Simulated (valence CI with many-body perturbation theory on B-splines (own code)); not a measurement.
Energy levels of W³³⁺

Computed by relativistic CI+MBPT: five valence electrons over a frozen Dirac-Fock core [Kr], radial functions for each j: 7 s, 7 p, 8 d, 6 f, 4 g, 1 h, with the one-electron correlation potential Σ1, the two-electron term Σ2, the three-electron term Σ3, Breit, model QED; selected CI, second order for the rest, scaled by the run's own slope (own B-spline code, finite nucleus).

No measured spectrum was set against this ion. As an estimate, large intervals hold to a few tenths of a per cent, small ones and those within an open d or f shell to about a per cent. Among the levels kept, up to 400 cm⁻¹ of a level comes from second order outside the variational space, and about a tenth of that is noise between levels of different J, which matters for small intervals. Only levels of the ground parity were solved; by the run's estimate the other parity begins above the list, which can be wrong where configurations are misplaced.

Levels 1 to 31 of 31, with energies above the lowest level, (4d3/2^4 4d5/2) J=5/2. "Leading %" is the weight of the configuration and term that name the level; weights of strongly mixed levels are sums over their largest components and can fall short, so below about 35 % the name and the second component can differ from the true leading terms, or belong to a minority configuration. In the jj column 3d3/2^4 stands for four electrons in 3d with j = 3/2. Lifetimes count E1, E2, E3, M1 and M2 decay at the calculated energies, and are blank where another channel may lead or the interval is too uncertain; long ones can be off by a factor of two.

| No. | Configuration | Term | J | E (cm⁻¹) | Leading % | Leading jj | Lifetime | g |
| --- | --- | --- | --- | --- | --- | --- | --- | --- |
| 1 | 4d⁵ | ⁴P | 5/2 | 0 | 28 | 4d3/2^4 4d5/2 (91 %) |  | 1.371 |
| 2 | 4d⁵ | ⁶S | 5/2 | 102600 | 38 | 4d3/2^3 4d5/2^2 (86 %) | 24.8 μs | 1.334 |
| 3 | 4d⁵ | ⁴G | 7/2 | 139900 | 35 | 4d3/2^3 4d5/2^2 (98 %) | 45.0 μs | 1.162 |
| 4 | 4d⁵ | ⁴D | 3/2 | 143870 | 41 | 4d3/2^3 4d5/2^2 (97 %) | 17.9 μs | 1.194 |
| 5 | 4d⁵ | ²H | 11/2 | 147610 | 41 | 4d3/2^3 4d5/2^2 (97 %) |  | 1.118 |
| 6 | 4d⁵ | ⁴G | 9/2 | 159700 | 34 | 4d3/2^3 4d5/2^2 (94 %) | 8.83 ms | 1.144 |
| 7 | 4d⁵ | ⁴D | 5/2 | 167690 | 32 | 4d3/2^3 4d5/2^2 (90 %) | 247 μs | 1.139 |
| 8 | 4d⁵ | ⁴P | 1/2 | 174680 | 46 | 4d3/2^3 4d5/2^2 (87 %) | 1.24 ms | 1.809 |
| 9 | 4d⁵ | ²F | 7/2 | 183150 | 39 | 4d3/2^3 4d5/2^2 (96 %) | 576 μs | 1.086 |
| 10 | 4d⁵ | ²D | 3/2 | 226390 | 56 | 4d3/2^3 4d5/2^2 (82 %) | 110 μs | 0.787 |
| 11 | 4d⁵ | ²D | 5/2 | 241860 | 30 | 4d3/2^2 4d5/2^3 (84 %) | 9.77 μs | 1.274 |
| 12 | 4d⁵ | ⁴D | 7/2 | 264930 | 52 | 4d3/2^2 4d5/2^3 (98 %) | 18.9 μs | 1.217 |
| 13 | 4d⁵ | ²I | 11/2 | 270170 | 51 | 4d3/2^2 4d5/2^3 (98 %) | 27.5 μs | 1.086 |
| 14 | 4d⁵ | ⁴G | 9/2 | 275090 | 57 | 4d3/2^2 4d5/2^3 (94 %) | 28.0 μs | 1.147 |
| 15 | 4d⁵ | ⁴D | 1/2 | 283110 | 76 | 4d3/2^2 4d5/2^3 (96 %) | 15.2 μs | 0.530 |
| 16 | 4d⁵ | ²I | 13/2 | 288230 | 100 | 4d3/2^2 4d5/2^3 (100 %) | 131 μs | 1.073 |
| 17 | 4d⁵ | ⁴P | 3/2 | 290240 | 53 | 4d3/2^2 4d5/2^3 (96 %) | 9.35 μs | 1.186 |
| 18 | 4d⁵ | ²F | 5/2 | 293880 | 42 | 4d3/2^2 4d5/2^3 (95 %) | 17.8 μs | 1.018 |
| 19 | 4d⁵ | ²H | 9/2 | 312760 | 52 | 4d3/2^2 4d5/2^3 (99 %) | 13.4 μs | 1.108 |
| 20 | 4d⁵ | ²G | 7/2 | 318220 | 61 | 4d3/2^2 4d5/2^3 (99 %) | 48.8 μs | 0.988 |
| 21 | 4d⁵ | ⁴F | 5/2 | 322230 | 62 | 4d3/2^2 4d5/2^3 (97 %) | 13.6 μs | 1.048 |
| 22 | 4d⁵ | ²D | 3/2 | 326740 | 87 | 4d3/2^2 4d5/2^3 (83 %) | 33.3 μs | 0.845 |
| 23 | 4d⁵ | ⁴P | 1/2 | 341500 | 38 | 4d3/2^2 4d5/2^3 (78 %) | 16.1 μs | 1.798 |
| 24 | 4d⁵ | ²G | 7/2 | 343570 | 44 | 4d3/2^2 4d5/2^3 (93 %) | 23.5 μs | 1.043 |
| 25 | 4d⁵ | ²G | 9/2 | 367770 | 75 | 4d3/2^2 4d5/2^3 (94 %) | 40.8 μs | 1.105 |
| 26 | 4d⁵ | ⁴P | 5/2 | 402760 | 33 | 4d3/2 4d5/2^4 (82 %) | 6.19 μs | 1.274 |
| 27 | 4d⁵ | ²P | 3/2 | 410860 | 73 | 4d3/2^2 4d5/2^3 (95 %) | 38.0 μs | 1.188 |
| 28 | 4d⁵ | ²D | 5/2 | 421070 | 64 | 4d3/2^2 4d5/2^3 (75 %) | 14.1 μs | 1.129 |
| 29 | 4d⁵ | ⁴F | 7/2 | 431440 | 30 | 4d3/2 4d5/2^4 (98 %) | 8.37 μs | 1.191 |
| 30 | 4d⁵ | ²H | 11/2 | 440110 | 57 | 4d3/2 4d5/2^4 (98 %) | 10.1 μs | 1.071 |
| 31 | 4d⁵ | ²D | 3/2 | 441020 | 32 | 4d3/2 4d5/2^4 (95 %) | 6.59 μs | 0.966 |

The ionisation energy to 4d⁴ ³P0 of the next ion comes out as 1383.9 eV (NIST: 1386.8 ± 1.4 eV (semi-empirical)). All 31 levels together are meant to be complete up to 459110 cm⁻¹.
